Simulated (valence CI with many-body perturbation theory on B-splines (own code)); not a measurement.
Os45+: calculated level list

Computed by relativistic CI+MBPT: three valence electrons over a frozen Dirac-Fock core [Ar] 3d10, radial functions for each j: 11 s, 11 p, 10 d, 8 f, 5 g, 2 h, with the one-electron correlation potential Σ1 (screened to all orders), the two-electron term Σ2, the three-electron term Σ3, Breit, model QED; selected single and double excitations, second order for the rest, scaled by the run's own slope (own B-spline code, finite nucleus).

No measured spectrum was set against this ion. As an estimate, large intervals hold to a few tenths of a per cent, small ones and those within an open d or f shell to about a per cent.

Levels 46 to 90 of 184, with energies above the lowest level, (4s^2 4p1/2) J=1/2. "Leading %" is the weight of the configuration and term that name the level; weights of strongly mixed levels are sums over their largest components and can fall short. In the jj column 3d3/2^4 stands for four electrons in 3d with j = 3/2.

```tsv
No.	Configuration	Term	J	E (eV)	Leading %	Second component	Leading jj
46	4s.4p.4f	4G	7/2	570.84	23	20 % 4s.4p.4f 2G	4s 4p1/2 4f5/2 (77 %)
47	4s.4p.4f	4F	7/2	575.53	30	27 % 4s.4p.4f 4D	4s 4p1/2 4f7/2 (94 %)
48	4s.4p.4f	4G	5/2	577.38	23	22 % 4s.4p.4f 2D	4s 4p1/2 4f5/2 (88 %)
49	4s.4p.4f	4F	3/2	578.54	50	28 % 4s.4p.4f 2D	4s 4p1/2 4f5/2 (87 %)
50	4s.4p.4f	4G	9/2	582.52	34	34 % 4s.4p.4f 2G	4s 4p1/2 4f7/2 (96 %)
51	4s.4p.4f	4D	7/2	583.26	25	24 % 4s.4p.4f 2G	4s 4p1/2 4f7/2 (82 %)
52	4p2.4d	4F	5/2	583.46	20	17 % 4s.4p.4f 4F	4s 4p1/2 4f7/2 (51 %)
53	4p2.4d	2F	5/2	586.69	30	17 % 4s.4p.4f 2F	4p1/2 4p3/2 4d3/2 (51 %)
54	4p2.4d	4D	1/2	586.78	82	15 % 4p2.4d 2P	4p1/2 4p3/2 4d3/2 (99 %)
55	4p2.4d	4F	3/2	587.08	37	24 % 4p2.4d 4D	4p1/2 4p3/2 4d3/2 (90 %)
56	4p2.4d	2G	7/2	596.39	23	20 % 4p2.4d 2F	4p1/2 4p3/2 4d3/2 (59 %)
57	4p2.4d	2D	3/2	603.22	41	26 % 4p2.4d 2P	4p1/2 4p3/2 4d3/2 (92 %)
58	4p2.4d	4P	1/2	605.56	37	30 % 4p2.4d 2P	4p1/2 4p3/2 4d3/2 (95 %)
59	4p2.4d	4P	5/2	606.42	31	21 % 4p2.4d 4F	4p1/2 4p3/2 4d3/2 (67 %)
60	4p2.4d	4D	7/2	610.74	45	35 % 4p2.4d 4F	4p1/2 4p3/2 4d5/2 (95 %)
61	4p2.4d	2G	9/2	613.70	59	34 % 4p2.4d 4F	4p1/2 4p3/2 4d5/2 (93 %)
62	4p2.4d	2P	3/2	616.42	49	28 % 4p2.4d 4P	4p1/2 4p3/2 4d5/2 (94 %)
63	4p2.4d	2D	5/2	617.79	42	26 % 4p2.4d 2F	4p1/2 4p3/2 4d5/2 (91 %)
64	4p2.4d	2F	7/2	629.33	48	25 % 4p2.4d 2G	4p1/2 4p3/2 4d5/2 (80 %)
65	4p2.4d	2D	3/2	631.40	62	15 % 4p2.4d 2P	4p1/2 4p3/2 4d5/2 (93 %)
66	4p2.4d	2D	5/2	631.76	32	25 % 4p2.4d 4P	4p1/2 4p3/2 4d5/2 (78 %)
67	4p2.4d	2P	1/2	632.13	58	34 % 4p2.4d 2S	4p1/2 4p3/2 4d5/2 (94 %)
68	4s.4d2	4F	3/2	650.31	81	14 % 4s.4d2 2D	4s 4d3/2^2 (92 %)
69	4s.4d2	4F	5/2	655.24	59	19 % 4s.4d2 2D	4s 4d3/2^2 (82 %)
70	4s.4d2	4P	1/2	661.68	68	22 % 4s.4d2 2S	4s 4d3/2^2 (88 %)
71	4s.4d2	4F	7/2	669.71	63	9 % 4s.4d2 2G	4s 4d3/2 4d5/2 (71 %)
72	4s.4d2	4F	5/2	672.30	26	20 % 4s.4d2 4P	4s 4d3/2 4d5/2 (69 %)
73	4s.4d2	2G	9/2	673.30	41	22 % 4s.4p.4f 4G	4s 4d3/2 4d5/2 (58 %)
74	4s.4d2	4P	3/2	675.50	60	19 % 4s.4d2 2D	4s 4d3/2 4d5/2 (85 %)
75	4s.4d2	2G	7/2	677.09	36	20 % 4s.4d2 4F	4s 4d3/2 4d5/2 (58 %)
76	4s.4d2	4P	3/2	680.14	35	18 % 4s.4d2 2D	4s 4d3/2 4d5/2 (60 %)
77	4s.4d2	4P	5/2	681.63	39	26 % 4s.4d2 2F	4s 4d3/2 4d5/2 (65 %)
78	4s.4p.4f	4F	7/2	684.28	28	22 % 4s.4d2 2G	4s 4p3/2 4f5/2 (63 %)
79	4s.4p.4f	4F	9/2	684.42	52	14 % 4s.4d2 2G	4s 4p3/2 4f7/2 (72 %)
80	4s.4p.4f	4D	1/2	685.51	37	34 % 4s.4d2 2P	4s 4d3/2 4d5/2 (45 %)
81	4p2.4f	2F°	5/2	685.80	38	32 % 4p2.4f 4G°	4p1/2^2 4f5/2 (97 %)
82	4s.4d2	2F	5/2	686.94	29	24 % 4s.4p.4f 4F	4s 4p3/2 4f5/2 (55 %)
83	4s.4p.4f	4F	7/2	687.33	24	21 % 4s.4p.4f 2F	4s 4p3/2 4f7/2 (68 %)
84	4s.4p.4f	4G	11/2	687.84	100		4s 4p3/2 4f7/2 (100 %)
85	4s.4p.4f	4D	3/2	688.01	65	12 % 4s.4p.4f 4F	4s 4p3/2 4f5/2 (68 %)
86	4s.4p.4f	4D	1/2	688.38	62	22 % 4s.4d2 2P	4s 4p3/2 4f5/2 (62 %)
87	4s.4d2	4F	9/2	691.20	58	18 % 4s.4p.4f 4G	4s 4d5/2^2 (41 %)
88	4s.4p.4f	2F	5/2	692.97	39	31 % 4s.4p.4f 4D	4s 4p3/2 4f7/2 (89 %)
89	4p2.4f	2F°	7/2	693.88	34	17 % 4p2.4f 4D°	4p1/2^2 4f7/2 (97 %)
90	4s.4p.4f	2F	5/2	697.46	51	10 % 4s.4p.4f 2D	4s 4p3/2 4f5/2 (67 %)
```
